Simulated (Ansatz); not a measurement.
Reaction (ligand exchange at a Ge–F bond): `[CH3][GeH2][F]` + HCl → `[CH3][GeH2][Cl]` + H–F

Calculated with Ansatz (gas phase, PBE0-D4/def2-TZVP geometries, no zero-point term in ΔE). CCSD(T)/CBS is the MP2 limit (def2-TZVPP, def2-QZVPP) plus CCSD(T) − MP2 in def2-TZVPP, frozen cores. This one scheme is used for every species. DFT in def2-TZVPP. For Ge outer-core shells are correlated without core-valence functions, which leaves a few kJ/mol of doubt a bond. Scalar relativity is left out up to krypton.

```
         level  ΔE (kJ/mol)  difference from CCSD(T)/CBS
   LDA (SPW92)        -16.4                          2.5
       BLYP-D4         -9.9                          9.0
    r2SCANh-D4        -15.0                          3.9
       ωB97M-V        -14.0                          4.9
        revPBE        -13.2                          5.7
        r2SCAN        -12.2                          6.7
       r2SCANh        -14.2                          4.7
     CAM-B3LYP         -5.0                         13.9
  MP2/def2-SVP         -4.8                         14.1
MP2/def2-TZVPP        -20.3                         -1.4
   CCSD(T)/CBS        -18.9                            0
```

Problem. What do rigid-rotor, harmonic-oscillator terms from PBE0-D4/def2-TZVP frequencies (298.15 K, 1 bar) make of the CCSD(T)/CBS value? (An estimate is asked.)

Solution. Computed: ΔZPE = +4.9 kJ/mol, ΔH = -13.4 kJ/mol, ΔS = -2 J/(mol·K), ΔG = -12.7 kJ/mol.

Largest T1 diagnostic among the species: 0.011.

At CCSD(T), def2-SVP lies +16.9 kJ/mol from the extrapolated value and def2-TZVPP +3.8 kJ/mol. From BLYP to BHLYP (50 % exact exchange), in def2-TZVPP and without D4, ΔE moves by −6.2 kJ/mol. Leaving LDA and LC-ωPBE aside and taking each functional with its dispersion term where it has one, the values, not all of them listed here, spread over 13.7 kJ/mol, from HSE06-D4 to CAM-B3LYP-D4.
